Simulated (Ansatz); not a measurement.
TaO2F, SMILES [O]=[Ta]([F])=[O], multiplicity 1.

Geometry optimised at B3LYP-D3(BJ)/def2-TZVP. The spin state was assumed, not searched. The def2 effective core potentials stand for the cores of Ta; spin–orbit coupling is left out.

Two levels are set side by side: PBE/def2-SVPD (Ansatz, a quantum-chemistry and plane-wave program) and PBE0/def2-SVPD (Ansatz). Energy differences of separate SCF runs at the same geometry; the states with an electron removed or added have multiplicity 2 and 2. Differences are taken from unrounded values.

| quantity | PBE0 | PBE | PBE minus PBE0 |
|---|---|---|---|
| vertical ionisation energy (eV) | 10.73 | 10.60 | -0.13 |
| vertical electron affinity (eV) | 2.52 | 2.33 | -0.19 |
| vertical singlet–triplet gap (eV) | 2.20 | 2.28 | 0.08 |
